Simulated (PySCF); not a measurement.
**Radial density of Sn (tin, neutral)**

UHF, [Kr] 4d10 5s2 5p1 5d1, one real determinant (an excited configuration). Calculation: PySCF 2.14, in x2c-TZVPPall with one added diffuse shell each of s, p, d, f type (9s7p5d3f, 76 functions); the spin-free X2C one-electron Hamiltonian (Gaussian nucleus).

```tsv
r (bohr)	4πr²ρ (e/bohr)	4πr²(ρα − ρβ)
0.0266	61.46	0.0035
0.0448	56.29	0.0099
0.0754	78.84	0.0097
0.127	68.78	-0.0057
0.213	62.11	0.0137
0.359	50.46	0.0029
0.603	20.43	0.0419
1.01	18.73	-0.0175
1.71	4.253	0.2263
2.87	1.179	0.4283
4.83	0.2800	0.2400
8.12	0.1363	0.1362
13.7	0.0007287	0.0007
```

Densities and radii are taken from the X2C orbitals without a picture-change correction, which distorts them close to the nucleus.

⟨L²⟩ = 8.03 against 12 for a pure F term, so this real determinant mixes terms. The outer electron is Rydberg-like, and this basis confines it to a smaller radius and binds it less than a complete one would.

Where is the radial spin density 4πr²(ρα − ρβ) most negative, and why is it negative at all?

Around r = 1.01 bohr, down to -0.0175 e/bohr: exchange with the open shell polarises the paired shells in an unrestricted calculation.
